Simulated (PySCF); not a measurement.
The same groups moved round the core (n-butane trifluoromethyl+silyl). Gas-phase values, no solvent. One relaxed conformer stands for each flexible species; it need not be the lowest. Strings in code marks are SMILES.

The four lowest singlet excitations (Tamm–Dancoff). Level of theory: PySCF 2.14.0 with M06-2X/def2-TZVP // B3LYP-D3(BJ)/def2-SVP. Excitations are Tamm–Dancoff values on a coarser integration grid. The basis has no diffuse functions, so Rydberg states are missing or too high.

```tsv
state	energy (eV)	wavelength (nm)	oscillator strength
S1	7.97	156	0.052
S2	8.29	150	0.013
S3	8.46	147	0.026
S4	8.85	140	0.001
```

### Question
Which member gives these states?
A) `C[C@H]([C@@H](C)[SiH3])C(F)(F)F` (C–C–C–Si torsion 71°)
B) `C[C@@H]([SiH3])CCC(F)(F)F` (Si–C–C–C torsion -63°, C–C–C–C torsion -176°)
C) `CC[C@@H]([SiH3])CC(F)(F)F` (C–C–C–Si torsion -63°, Si–C–C–C torsion -64°)
D) `C[C@@H](CC[SiH3])C(F)(F)F` (C–C–C–C torsion -64°, C–C–C–Si torsion -177°)

### Answer
B, `C[C@@H]([SiH3])CCC(F)(F)F` (Si–C–C–C torsion -63°, C–C–C–C torsion -176°)
